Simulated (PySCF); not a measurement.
## Exercise with solution: oscillator strength and radiative lifetime

Si(Cl)2(OH)(NH2) (Cl2H3NOSi), SMILES [Si](Cl)(Cl)(N)O.

Geometry optimised at PBE-D3(BJ)/def2-SVP. The structure was generated by enumeration, and PubChem lists no compound with its InChIKey, so it may never have been made. One conformer was computed; it need not be the lowest.

TDA-PBE/def2-SVPD run with PySCF puts the first singlet state with f over 0.02 at 7.06 eV (vertical), with the transition dipole (0.067, 0.025, -0.515) in atomic units.

**Question.** Find the oscillator strength, the wavelength and the radiative lifetime that this transition would have in vacuum if emission retraced absorption.

**Answer.** 
|μ|² = 0.2703 au, so |μ| = 1.32 D. ΔE = 7.06/27.211 = 0.2595 hartree. f = (2/3) ΔE |μ|² = 0.047 (the program prints 0.047).
λ = 1239.84/7.06 = 176 nm; ν = 56943 cm⁻¹.
Einstein's coefficient A = 0.6670 ν² f s⁻¹ (ν in cm⁻¹) = 1.0e8 s⁻¹, so τ = 1/A = 9.9 ns. This state is S5; the lower singlets have f = 0.015, 0.009, 0.005, 0.003. The figure is the radiative limit of this one transition; relaxation, internal conversion, crossing to triplets and a medium change what is measured.
